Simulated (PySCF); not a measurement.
# Reading the logs of faulty runs: BCGeH7N

All numbers below are calculated, not measured. They come from PySCF 2.14.0, an open-source quantum chemistry program, on an isolated molecule that a program drew, which may never have been made. The molecule is BCGeH7N (charge 0, doublet), drawn as the SMILES string `[BH][GeH2][CH2]N`.

Each row is a Hartree-Fock (HF) and frozen-core CCSD(T) single point in the cc-pVDZ basis, meant for a local HF minimum. Run 1 is clean. Each other run has one planted mistake out of seven kinds, and not every kind appears here: one electron removed, one electron added, multiplicity raised by two, geometry at a saddle point, minimal basis STO-3G, one bond length entered in bohr, all coordinates scaled. The reference is restricted for singlets and unrestricted otherwise, and also for a bond in bohr. Adding or removing an electron swaps singlet and doublet. Electrons count all cores. HOMO and LUMO are orbital energies over both spins, the gradient is its largest component, and the lowest frequency (negative if imaginary) is given only where the gradient is small. Bond lengths are over the 10 bonds as drawn. T1 is the CCSD diagnostic: over 0.02 (restricted) or 0.045 (unrestricted) a single reference is doubtful. Germanium has the cc-pVDZ-PP basis, with a core potential (ECP10MDF) in place of its 10 inner electrons, and its 3s, 3p and 3d shells are frozen in CCSD(T).

Geometry of the clean run:
```xyz
11
BCGeH7N, angstrom
B     1.4097   -1.5903   -2.4415
Ge    0.8780   -1.5444   -0.4347
C     0.8293    0.3093    0.2768
N    -0.0622    1.2305   -0.4199
H     1.8703   -2.4272   -3.1611
H    -0.5491   -2.1278   -0.3681
H     1.7940   -2.4329    0.4296
H     0.5419    0.2689    1.3298
H     1.8418    0.7195    0.2589
H    -1.0093    0.8913   -0.3947
H     0.1861    1.2931   -1.3931
```

| run | electrons | basis functions | <S^2> | HOMO (eV) | LUMO (eV) | gradient (hartree/bohr) | lowest frequency (cm^-1) | mean bond (Å) | longest bond (Å) | T1 | HF (hartree) | CCSD(T) (hartree) | mistake |
|---|---|---|---|---|---|---|---|---|---|---|---|---|---|
| 1 | 57 | 100 | 0.757 | -8.90 | 1.13 | 2.0e-05 | 90 | 1.4000 | 2.077 | 0.0122 | -414.35586 | -414.90100 | no fault |
| 2 | 57 | 100 | 1.444 | -8.36 | 0.86 | 1.1e-02 | - | 1.5371 | 2.913 | 0.0381 | -414.26628 | -414.80490 | one bond length entered in bohr |
| 3 | 56 | 100 | 0.000 | -13.96 | -6.43 | 4.5e-02 | - | 1.4000 | 2.077 | 0.0249 | -414.07362 | -414.61355 | one electron removed |
| 4 | 58 | 100 | 0.000 | -0.03 | 7.50 | 3.9e-02 | - | 1.4000 | 2.077 | 0.0142 | -414.30956 | -414.89214 | one electron added |
| 5 | 57 | 100 | 0.757 | -8.92 | 1.10 | 2.1e-02 | - | 1.4350 | 2.128 | 0.0124 | -414.35014 | -414.90015 | ? |
| 6 | 57 | 100 | 3.765 | -7.89 | -1.71 | 4.7e-02 | - | 1.4000 | 2.077 | 0.0467 | -414.23939 | -414.77852 | ? |

**Which mistake was planted in run 5, and what did it cost?**

The mean and the longest bond both change by the same factor, 1.025, and the gradient is no longer small. So the mistake is: all coordinates scaled. Subtracting run 1 and multiplying by 627.51 kcal/mol a hartree, the energy moved by 3.6 kcal/mol in HF and 0.5 kcal/mol in CCSD(T).

**Which mistake was planted in run 6, and what did it cost?**

Electrons, basis and geometry are unchanged, and <S^2> is 3.765, beside S(S+1) = 3.75 for a multiplicity of 4. So the mistake is: multiplicity raised by two. Subtracting run 1 and multiplying by 627.51 kcal/mol a hartree, the energy moved by 73.1 kcal/mol in HF and 76.9 kcal/mol in CCSD(T).

Cautions from the logs. Run 3: T1 is over the limit, so its CCSD(T) energy is less reliable; run 4: the added electron raises the CCSD(T) energy, so it isn't bound in this basis; run 6: T1 is over the limit, so its CCSD(T) energy is less reliable.
